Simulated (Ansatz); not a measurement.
```yaml
crystal:
  periodic: [false, false, false]
  atoms:
    - {symbol: C, position_ang: [-0.702366, 0.948086, 2.623537]}
    - {symbol: O, position_ang: [-0.067937, -0.022391, 1.852673]}
    - {symbol: W, position_ang: [0.323901, -0.484810, 0.116634]}
    - {symbol: O, position_ang: [0.221211, -2.328882, 0.373168]}
    - {symbol: Cl, position_ang: [-1.978017, -0.236888, -0.237345]}
    - {symbol: Cl, position_ang: [0.900337, 1.779938, -0.135595]}
    - {symbol: Cl, position_ang: [2.622743, -0.846256, 0.484782]}
    - {symbol: O, position_ang: [0.424959, -0.545734, -1.718643]}
    - {symbol: C, position_ang: [0.055824, 0.143455, -2.870731]}
    - {symbol: Xx, position_ang: [-0.260509, 1.926644, 2.413164]}
    - {symbol: H, position_ang: [-1.767156, 0.966502, 2.369677]}
    - {symbol: H, position_ang: [-0.575925, 0.695193, 3.677512]}
    - {symbol: H, position_ang: [0.928599, -2.953664, 0.548370]}
    - {symbol: H, position_ang: [0.463430, 1.158159, -2.834660]}
    - {symbol: H, position_ang: [0.447529, -0.390324, -3.738177]}
    - {symbol: H, position_ang: [-1.036624, 0.191002, -2.924346]}
basis:
  gaussian: {orbitals: def2-mTZVP}
hamiltonian: {xc: {name: r2SCANh}, dispersion: d3bjatm}
accuracy: high
output: {forces: true}
```

```sh
$ ansatz run in.yaml --threads 4 --pin off --events-out ev --progress --plain --max-ram 46080MiB --backend cpu
```

How does Ansatz answer? (Estimate.)

Computed: The program refused the input.
```
Error: YAML parse error: error: line 13 column 16: `Xx` is not an element symbol (H … Og, case-exact)
11 |     - {symbol: O, position_ang: [0.424959, -0.545734, -1.718643]}
12 |     - {symbol: C, position_ang: [0.055824, 0.143455, -2.870731]}
13 |     - {symbol: Xx, position_ang: [-0.260509, 1.926644, 2.413164]}
14 |     - {symbol: H, position_ang: [-1.767156, 0.966502, 2.369677]}
15 |     - {symbol: H, position_ang: [-0.575925, 0.695193, 3.677512]}
```
